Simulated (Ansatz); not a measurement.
CsBr, closed-shell singlet (the spin of the measured ground state), most abundant isotopes (78.9183 and 132.9055 u). Constants from fifth-degree fits in 1/R to seven points on the lowest solution found; no spin–orbit coupling, no relativity up to Kr; ω_e x_e and α_e move by some per cent with the fit.

Correlated levels freeze the inner cores; with def2 sets outer-core shells near the valence are correlated too.

Codes used: Ansatz (a quantum-chemistry and plane-wave program).  In def2 rows elements past Kr take small-core potentials, without spin–orbit coupling.

```json
[
 {"level": "PBE/def2-TZVPP", "r_e (Å)": "3.0910", "ω_e (cm⁻¹)": "146.3", "ω_e x_e (cm⁻¹)": "0.381", "α_e (cm⁻¹)": "0.000127"},
 {"level": "CCSD(T)/def2-QZVPP", "r_e (Å)": "3.1095", "ω_e (cm⁻¹)": "145.5", "ω_e x_e (cm⁻¹)": "0.346", "α_e (cm⁻¹)": "0.000121"}
]
```

D_e from total energies of the atoms and the molecule: 4.05 eV at PBE/def2-TZVPP; 4.09 eV at CCSD(T)/def2-QZVPP.

Derive the rotational constants, the centrifugal constant, the fundamental, the zero-point energy and the force constant, and test the Morse rule for the well depth.


μ = 49.51605 u.
- PBE/def2-TZVPP: B_e = 16.8576/(μ r_e²) = 0.035634 cm⁻¹; B₀ = B_e − α_e/2 = 0.035570 cm⁻¹; D = 4B_e³/ω_e² = 8.46e-09 cm⁻¹; fundamental ω_e − 2ω_e x_e = 146 cm⁻¹; zero-point energy ω_e/2 − ω_e x_e/4 = 73 cm⁻¹; k = μ(2πcω_e)² = 62.4 N/m; the line J = 1 ← 0 at 2B₀ = 2.133 GHz; a Morse well would hold ω_e²/(4ω_e x_e) = 1.74 eV against the computed D_e of 4.05 eV
- CCSD(T)/def2-QZVPP: B_e = 16.8576/(μ r_e²) = 0.035210 cm⁻¹; B₀ = B_e − α_e/2 = 0.035150 cm⁻¹; D = 4B_e³/ω_e² = 8.24e-09 cm⁻¹; fundamental ω_e − 2ω_e x_e = 145 cm⁻¹; zero-point energy ω_e/2 − ω_e x_e/4 = 73 cm⁻¹; k = μ(2πcω_e)² = 61.8 N/m; the line J = 1 ← 0 at 2B₀ = 2.108 GHz; a Morse well would hold ω_e²/(4ω_e x_e) = 1.90 eV against the computed D_e of 4.09 eV

Measured for the ground state: r_e 3.0723 Å [Huber and Herzberg (1979), NIST Chemistry WebBook]; ω_e 149.66 cm⁻¹ [Huber and Herzberg (1979), NIST Chemistry WebBook].
